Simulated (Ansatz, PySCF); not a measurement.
Noncovalent pair: HBr (SMILES Br) (first 2 atoms) with H4OSi (SMILES O[SiH3]); geometry from B3LYP-D3(BJ)/def2-TZVP, rigid monomers moved along the line of their centres of mass till Br1···H5 is 2.53 Å.
(charge 0, multiplicity 1):
```xyz
8

Br    -0.4673    -1.3769    -0.0963
H      0.4134    -0.3081     0.2541
O     -1.0748    -0.2226     2.9340
Si     0.5250     0.1138     3.1349
H     -1.3219    -0.8106     2.2128
H      1.3087    -1.0789     3.5365
H      0.6068     1.1528     4.1790
H      1.1272     0.6335     1.8745
```

Quantity: the interaction energy.

Monomers are frozen at their geometry in the pair; levels with a basis set take the counterpoise correction.

Frozen-core correlation. Filled d and f shells under p-block atoms count as core. CBS(a, b) extrapolates the correlation energy as X⁻³ and adds the Hartree–Fock energy of set b.

The values were computed with Ansatz (a program for electronic structure); PySCF for the dispersion terms. Values without a source in brackets are computed.

Costs are ratios of core time to PBE/def2-TZVPPD (roughly 5 s), for whole runs (searches for the state included, and forces where a run took them) on one shared machine, so rough; each difference counts from -1.17 kcal/mol (CCSD(T)/CBS(def2-SVPD, def2-TZVPPD), a level with limits of its own).

A star marks coupled-cluster runs past 200 virtual orbitals, where the program's memory plan changes under this machine's limit, so their costs aren't comparable with smaller runs.

| level | basis functions | cost | difference (kcal/mol) |
|---|---|---|---|
| PBE/def2-TZVPPD | 230 | ×1 | -0.09 |
| PBE-D3(BJ)/def2-TZVPPD | 230 | ×1 | -1.63 |
| PBE0/def2-TZVPPD | 230 | ×1 | 0.25 |
| PBE0-D3(BJ)/def2-TZVPPD | 230 | ×1 | -1.21 |
| B3LYP/def2-TZVPPD | 230 | ×1 | 1.68 |
| B3LYP-D3(BJ)/def2-TZVPPD | 230 | ×1 | -1.13 |
| r2SCAN/def2-TZVPPD | 230 | ×2 | -0.58 |
| r2SCAN-D3(BJ)/def2-TZVPPD | 230 | ×2 | -1.07 |
| wB97X-V/def2-TZVPPD | 230 | ×3 | -0.31 |
| CCSD(T)/def2-SVPD | 128 | ×4 | 1.26 |
| wB97M-V/def2-TZVPPD | 230 | ×4 | -0.54 |
| CCSD(T)/def2-TZVPPD | 230 | ×100* | 0.35 |

With a budget of 30 times the cost of PBE/def2-TZVPPD, the closest level: PBE/def2-TZVPPD, at -0.09 kcal/mol; next is PBE0/def2-TZVPPD at 0.25 kcal/mol.
